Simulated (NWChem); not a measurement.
# Atomisation of CCl₂F

```xyz
4

F     -1.6167    -0.0638     0.0000
C     -0.3456     0.3280     0.0000
Cl     0.4889    -0.0410    -1.4815
Cl     0.4889    -0.0410     1.4815
```
Charge 0, spin multiplicity 2.

Everything below was run with NWChem. All single points use one geometry, from UPBE/def2-SVP, a minimum by its harmonic frequencies.

Basis set: def2-TZVP. The atomisation energy is electronic alone: no zero-point, thermal, spin-orbit or counterpoise terms. No value is extrapolated to the basis-set limit. Free atoms are single determinants with multiplicities F 2, C 3, Cl 2. Correlated methods freeze the same cores in atoms and molecule, 12 orbitals in all.

The structure started from a generated list of species. The unpaired electrons of the parent sit in orbitals of symmetry a' (Cs labels of the run); other states weren't searched. The stability of the SCF solutions was not checked. Open-shell Hartree-Fock references start from PBE0 orbitals.

For the atomisation energy, PBE gives 299.7 kcal/mol and MP2 gives 279.3 kcal/mol. What do PBE0, HF, TPSS give?

PBE0: 282.8 kcal/mol; HF: 167.9 kcal/mol; TPSS: 281.4 kcal/mol.
